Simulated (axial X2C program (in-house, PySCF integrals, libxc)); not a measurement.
# Density and ELF of TiBi⁺

Computed with an axial X2C code built on PySCF integrals. Two-component (2c) means X2C with spin–orbit coupling and atomic mean-field two-electron Coulomb and Gaunt terms; the speed of light was multiplied by 4, so these are model numbers, not those of the real molecule. Basis: Bi dyall-v2z [9s10p8d4f], Ti dyall-v2z [7s7p5d2f] (cores contracted in-house); Gaussian nuclei, density fitting, unrestricted open shells. Masses: Bi 208.980 u, Ti 47.948 u.

PBE0, with spin–orbit coupling, state Ω = 4 (⟨Sz⟩ = 2.00, ⟨Lz⟩ = 2.00 at PBE0); Bi at z = 0, Ti at z = 2.813 Å.

The maps cover the half plane through the axis: z from -2.4 to 5.1 Å along the bond, ρ from 0.15 to 2.25 Å away from it (steps of 0.3 Å, the bottom row nearest the axis).

log10 of the density in e/bohr³:

digits 0 to 9 span -4.70 to 1.94 evenly
```
01122222222222222222111000
11222333333333333322221100
12233334443333333333222110
22333444444444444443322111
22334455555444444444332211
23344556665544445655433221
23345567776555556776543321
23345578987555567877544322
```

Electron localisation function (collinear form, no current term, damped to 0 at low density):

digits 0 to 9 span 0.00 to 1.00 evenly
```
00012344433333322221000000
00135666555555443332100000
01367776666666533322100000
13678765555677521221000000
25787643223577311331000000
36887424442366203773000000
47886347574256237886422110
58885362326245388729864331
```

Axial spin density in 10⁻³ e/bohr³:

digits 0 to 9 span -9.64 to 9.64 evenly, values beyond are clipped
```
55555555555555555555555555
55555556666655555555555555
55555667887766666766555555
55555689999877778997655555
44455799999987799999655555
44445688689877899999765555
44444554965556999999986555
44433342954336999999997555
```

One determinant describes the state; a PBE0 search over occupations chose it and may have missed a lower one. Density functionals use the spin component along the axis (collinear). PBE0 can misorder states that lie within some tenths of an eV, so this need not be the ground state of the molecule. The nearest other 2c determinant of the search, Ω = 1, lies 0.23 eV up at the distance of the search. Without a current term, density functionals place determinants with orbital angular momentum somewhat too high. With several unpaired electrons one determinant need not be a pure state. Open-shell Ω = 0 determinants with evenly filled partner blocks cannot be reached by this program, so the Ω shown need not be the lowest component.
